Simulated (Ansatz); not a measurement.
Two members of one family ((BN)n), computed with Ansatz in the gas phase. The two geometries come from different levels. Binding counts from free atoms in the multiplicity of their measured ground term, without zero-point energy. The structures are stationary points that may keep the symmetry of their start.

First: B7N7 (singlet, charge 0, PBE-D4/def2-SVP geometry).

```tsv
atom	x (Å)	y (Å)	z (Å)
B1	-1.174	2.119	1.383
B2	2.037	1.252	-1.435
B3	1.848	-1.142	-1.748
B4	0.693	2.703	-0.042
B5	-2.156	-0.061	1.766
B6	-1.515	-2.195	0.819
B7	0.267	-2.676	-0.745
N8	-2.029	1.253	1.919
N9	1.289	-2.325	-1.518
N10	2.367	0.067	-1.939
N11	1.664	2.410	-0.900
N12	-0.760	-2.968	0.046
N13	-0.294	2.937	0.817
N14	-2.237	-1.374	1.575
```

```tsv
level	HOMO (eV)	LUMO (eV)	gap (eV)	binding per atom (eV)
PBE-D4/def2-SVP	-6.84	-1.88	4.97	6.27
PBE-D4/def2-TZVP	-6.91	-1.91	5.00	6.14
r2SCAN-D4/def2-TZVP	-7.14	-1.55	5.59	5.86
PBE0-D4/def2-SVP	-8.08	-1.00	7.08	6.03
PBE0-D4/def2-TZVP	-8.11	-1.00	7.11	5.91
```

Second: B9N9 (singlet, charge 0, r2SCAN-D4/def2-SVP geometry).

```csv
atom,x (Å),y (Å),z (Å)
B1,0.875,-1.469,3.195
B2,-1.122,-3.435,-0.549
B3,-1.552,-2.057,-2.574
B4,-0.162,-3.198,1.731
B5,-0.384,2.483,-2.620
B6,-1.259,0.279,-3.387
B7,1.504,0.943,3.169
B8,1.426,2.921,1.662
B9,0.676,3.533,-0.627
N10,1.340,-0.298,3.582
N11,-1.581,-0.999,-3.360
N12,1.654,2.175,2.725
N13,-0.726,-3.741,0.670
N14,-1.508,-3.096,-1.765
N15,1.184,3.641,0.584
N16,-0.925,1.554,-3.382
N17,0.161,3.390,-1.833
N18,0.401,-2.626,2.776
```

**Question.** Estimate how these quantities change from the first to the second (second minus first).

**Answer.** 
| level | Δ HOMO (eV) | Δ LUMO (eV) | Δ gap (eV) | Δ binding per atom (eV) |
| --- | --- | --- | --- | --- |
| PBE-D4/def2-SVP | 0.17 | -0.20 | -0.37 | 0.04 |
| PBE-D4/def2-TZVP | 0.16 | -0.20 | -0.36 | 0.04 |
| r2SCAN-D4/def2-TZVP | 0.16 | -0.20 | -0.36 | 0.04 |
| PBE0-D4/def2-SVP | 0.19 | -0.21 | -0.40 | 0.04 |
| PBE0-D4/def2-TZVP | 0.17 | -0.22 | -0.38 | 0.04 |
